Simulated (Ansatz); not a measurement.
Gas-phase electronic energies from Ansatz, PBE0-D4/def2-TZVP geometries. CCSD(T)/CBS is the MP2 limit (def2-TZVPP, def2-QZVPP) plus CCSD(T) − MP2 in def2-TZVPP, frozen cores. Functionals use def2-TZVPP. For Br outer-core shells are correlated without core-valence functions, which leaves a few kJ/mol of doubt a bond. Scalar relativity is left out up to krypton. Each species was taken in one conformer, which may not be the lowest.

Reaction (substitution at a C–Si bond): `O[SiH2]C([SiH3])Cl` + HBr → `[SiH3]C(Cl)Br` + `O[SiH3]`

```tsv
level	ΔE (kJ/mol)
ωB97M-V	78.4
MP2/CBS(def2)	72.0
```

(1) What does CCSD(T)/CBS give? (An estimate is asked.)

Largest T1 diagnostic among the species: 0.011.

Results:

(1) The calculation gave: +74.7 kJ/mol. The listed levels differ from it by 3.7, -2.7 kJ/mol.

From PBE to PBE0 (25 % exact exchange), in def2-TZVPP and without D4, ΔE moves by +5.4 kJ/mol. The D4 term adds +5.9 kJ/mol with B3LYP and +3.6 kJ/mol with PBE0; it sums over pairs of atoms, weighted by their polarisabilities, and B3LYP, whose exchange is more repulsive, gets the larger term.

B3LYP here is the variant with VWN-RPA as its local correlation; programs differ in this.
